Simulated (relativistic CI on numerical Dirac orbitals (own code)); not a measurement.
## Fe+ in a cubic cluster: 3s photoemission with charge transfer

Computed with a charge-transfer multiplet model of a cubic metal-ligand cluster with up to 2 ligand holes, Slater and spin-orbit integrals from Dirac-Coulomb-Breit ions, Slater integrals scaled by 0.9. The ground state mixes d7 with configurations of k ligand holes L, whose averages lie at kΔ + k(k − 1)U_dd/2; a core hole lowers each added d electron by U_cd. 300 K, Lorentzian 1.4 eV and Gaussian 0.8 eV FWHM.

Atomic integrals in eV (Slater integrals scaled, ζ unscaled), ground: F2dd 8.720, F4dd 5.369, zeta_d 0.042; with the core hole: F2dd 9.969, F4dd 6.196, zeta_d 0.051, G2cd 10.421.

Cluster parameters (eV): U_dd = 5.5, U_cd = 6.7, 10Dq = 0.6, 10Dq(ligand) = 1.3, V(eg) = 2, V(t2g) = -1.05, final-state hopping factor = 1.

```tsv
Case	n_d	d7	d8L	d9L2	S
Δ = 5.7 eV	7.14	0.86	0.14	0.00	1.50
Δ = 7.7 eV	7.10	0.91	0.09	0.00	1.50
Δ = 8.7 eV	7.08	0.92	0.08	0.00	1.50
Δ = 10.7 eV	7.06	0.94	0.06	0.00	1.50
Δ = 11.7 eV	7.05	0.95	0.05	0.00	1.50
```

Weights, n_d and S are thermal averages at 300 K. Binding energies count from the first peak over 30 % of the highest in each spectrum, which can be another peak from case to case. The parameters are a model scan and need not match a compound or its usual spin state. Peaks in eV (height, largest 100):
- Δ = 5.7 eV: 0.0 (100), 5.6 (28), 7.2 (36), 11.3 (17), 12.6 (16)
- Δ = 7.7 eV: 0.0 (100), 7.9 (40), 12.3 (15)
- Δ = 8.7 eV: 0.0 (100), 8.1 (40), 12.8 (11)
- Δ = 10.7 eV: 0.0 (100), 7.1 (31), 8.6 (35), 14.0 (5)
- Δ = 11.7 eV: 0.0 (100), 7.4 (40)

Curve for Δ = 11.7 eV (points under 2 left out, the grid thinned):

| E (eV) | Intensity |
| --- | --- |
| -3.8 | 4.2 |
| -3.4 | 5.2 |
| -2.9 | 7.0 |
| -2.4 | 10.0 |
| -2.0 | 14.0 |
| -1.6 | 20.9 |
| -1.1 | 38.1 |
| -0.6 | 70.1 |
| -0.2 | 95.6 |
| 0.2 | 96.2 |
| 0.7 | 64.0 |
| 1.2 | 34.5 |
| 1.6 | 21.8 |
| 2.0 | 14.9 |
| 2.5 | 10.3 |
| 3.0 | 7.9 |
| 3.4 | 6.8 |
| 3.8 | 6.3 |
| 4.3 | 6.2 |
| 4.8 | 6.7 |
| 5.2 | 7.8 |
| 5.6 | 9.9 |
| 6.1 | 15.5 |
| 6.6 | 26.1 |
| 7.0 | 35.9 |
| 7.4 | 39.9 |
| 7.9 | 34.5 |
| 8.4 | 29.7 |
| 8.8 | 28.9 |
| 9.2 | 27.1 |
| 9.7 | 20.5 |
| 10.2 | 12.9 |
| 10.6 | 8.7 |
| 11.0 | 6.2 |
| 11.5 | 4.3 |
| 12.0 | 3.3 |
| 12.4 | 2.8 |
| 12.8 | 2.5 |
| 13.3 | 2.5 |
| 13.8 | 2.9 |
| 14.2 | 3.4 |
| 14.6 | 3.9 |
| 15.1 | 3.6 |
| 15.6 | 2.8 |
| 16.0 | 2.1 |

For the case Δ = 8.7 eV, Δ = 8.7 eV is larger than U_dd = 5.5 eV, the Mott-Hubbard side of the Zaanen-Sawatzky-Allen scheme. With the core hole the configuration with one ligand hole lies at Δ − U_cd = -1.0, 1.0, 2.0, 4.0, 5.0 eV from the one without, in the order of the table; where this is negative the screened configuration lies lower, though the effective hopping of about 2.9 eV (from the holes of the mixed ground state) mixes the two strongly wherever it is as large as the gap.

Without intra-shell correlation the exchange splitting of the 3s hole comes out too large.
